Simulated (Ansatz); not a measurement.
A single point on `C[Si]N([SiH3])[SiH3]`.

```yaml
crystal:
  periodic: [false, false, false]
  atoms:
    - {symbol: C, position_ang: [-0.223492, 2.346895, 0.396695]}
    - {symbol: Si, position_ang: [-1.361663, 1.017303, -0.349641]}
    - {symbol: N, position_ang: [-0.354567, -0.402932, -0.227049]}
    - {symbol: Si, position_ang: [-1.006619, -1.918813, -0.812488]}
    - {symbol: Si, position_ang: [1.264228, -0.449474, 0.434355]}
    - {symbol: H, position_ang: [0.706828, 2.456724, -0.173760]}
    - {symbol: H, position_ang: [0.054623, 2.118502, 1.432689]}
    - {symbol: H, position_ang: [-0.732814, 3.313304, 0.393031]}
    - {symbol: H, position_ang: [-1.052182, -2.919202, 0.286724]}
    - {symbol: H, position_ang: [-2.375127, -1.668393, -1.326246]}
    - {symbol: H, position_ang: [-0.148695, -2.464705, -1.897407]}
    - {symbol: H, position_ang: [1.753967, -1.851446, 0.342229]}
    - {symbol: H, position_ang: [1.276901, -0.035196, 1.860109]}
    - {symbol: H, position_ang: [2.185714, 0.428134, -0.330541]}
basis:
  gaussian: {orbitals: def2-TZVPP}
hamiltonian: {xc: pbe}
correlation: {method: rpa}
```

```sh
$ ansatz run in.yaml --threads 4 --pin off --events-out ev --progress --plain --max-ram 10444MiB
```

It prints (some lines left out):

```
Functional definition: PBE
1786 factors; integrals over basis functions are off by at most 1.0e-3 eV
mean field evaluation 1: about -26274.2029 eV, gradient 9.5e1 eV
mean field evaluation 2: about -26274.1912 eV, gradient 9.5e1 eV
mean field evaluation 4: about -26287.1378 eV, gradient 4.8e1 eV
mean field evaluation 8: about -26293.0341 eV, gradient 4.3e-1 eV
mean field evaluation 16: about -26293.0335 eV, gradient 8.0e-4 eV
mean field -26293.03345269 eV, -966.2511573281 hartree, gradient 3.7e-6 eV, S^2 0.000000; 0 other end points of the search recorded, 0 dependent functions left out
17 core orbitals not correlated: weight in the atoms' cores, before any rotation towards them, 1.000 or more for the frozen orbitals, at most 0.000 for the correlated occupied ones
reference -26242.31641450 eV, -964.3873405518 hartree; 15, 15 occupied and 282, 282 virtual orbitals, 1786 factors
Total energy: -26278.96071032 eV, -965.7339935849 hartree
```

Hardware: 4 threads of an Intel Xeon Platinum 8488C on a shared host. Wall time 9 s, peak host memory 1 GiB.
